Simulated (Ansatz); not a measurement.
`F[CH]([SiH3])[ZnH]` + HCl → `FC([SiH3])Cl` + `[ZnH2]` at 700 K and 1 bar (substitution at a C–Zn bond).

Gas-phase electronic energies from Ansatz, PBE0-D4/def2-TZVP geometries. CCSD(T)/CBS is the MP2 limit (def2-TZVPP, def2-QZVPP) plus CCSD(T) − MP2 in def2-TZVPP, frozen cores. This one scheme is used for every species. For Zn outer-core shells are correlated without core-valence functions, which leaves a few kJ/mol of doubt a bond. Scalar relativity is left out up to krypton.

```
             species  CCSD(T)/CBS energy (Eh)  H − E (kJ/mol)  S (J/(mol·K))
`F[CH]([SiH3])[ZnH]`              -2208.26193           203.3          452.6
                 HCl               -460.38127            38.4          211.8
      `FC([SiH3])Cl`               -889.08323           181.9          411.6
            `[ZnH2]`              -1779.54550            57.4          237.3
```

H − E and S are ideal-gas, rigid-rotor, harmonic terms from PBE0-D4/def2-TZVP, for one conformer and one mirror image of each species. 1 Eh = 2625.50 kJ/mol, R = 8.31446 J/(mol·K).

Task: By hand: ΔE, ΔH, ΔS and ΔG.

Result: ΔE = (-889.08323) + (-1779.54550) − (-2208.26193) − (-460.38127) = 0.01447 Eh = 38.0 kJ/mol. Δ(H − E) = 181.9 + 57.4 − 203.3 − 38.4 = -2.4, so ΔH = 35.6 kJ/mol. ΔS = 411.6 + 237.3 − 452.6 − 211.8 = -15.5 J/(mol·K). ΔG = 35.6 − 700 × (-15.5)/1000 = 46.5 kJ/mol.

Task: By hand: the equilibrium constant, and the temperature at which ΔG would vanish if ΔH and ΔS stayed fixed.

Result: log₁₀ K = −ΔG/(RT ln 10) = -3.5. ΔH and −TΔS have one sign here, so there is no such temperature.

ΔH outweighs TΔS. A doubt of 5 kJ/mol in ΔE shifts log₁₀ K by 0.4 here. Other conformers and mirror images would add mixing entropy, several J/(mol·K) or more a flexible species. These are equilibria of isolated gas molecules and say nothing of rates. Largest T1 diagnostic: 0.016 (customary marks: 0.02 for closed shells, 0.045 for open ones).
